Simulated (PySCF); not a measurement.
C3H6F2Si, SMILES F/C=C\[SiH2]CF. Geometry optimised at ωB97X-D3(BJ)/def2-SVP. The structure was generated by enumeration; whether it is a known compound was not checked. The values are those of a single conformer.

Q: Give the equilibrium geometry at ωB97X-D3(BJ)/def2-SVP (PySCF confirms it by a frequency run) as bond lengths and angles, and its point group. (Estimate from the structure and the level; the computed values follow.)

A: One answer among several that fit: point group Cs.
Atoms: F1 C2 C3 Si4 C5 F6 H7 H8 H9 H10 H11 H12. Bonded distances (Å): F1–C2 1.344, C2–C3 1.329, C2–H7 1.096, C3–Si4 1.875, C3–H8 1.096, Si4–C5 1.899, Si4–H9 1.491, Si4–H10 1.491, C5–F6 1.393, C5–H11 1.103, C5–H12 1.103. Angles (°): F1–C2–C3 122.4, F1–C2–H7 111.2, C3–C2–H7 126.4, C2–C3–Si4 125.6, C2–C3–H8 114.9, Si4–C3–H8 119.5, C3–Si4–C5 111.6, C3–Si4–H9 109.5, C3–Si4–H10 109.5, C5–Si4–H9 109.0, C5–Si4–H10 109.0, H9–Si4–H10 108.1, Si4–C5–F6 107.6, Si4–C5–H11 111.8, Si4–C5–H12 111.8, F6–C5–H11 109.1, F6–C5–H12 109.1, H11–C5–H12 107.2.
Charge 0, spin multiplicity 1.
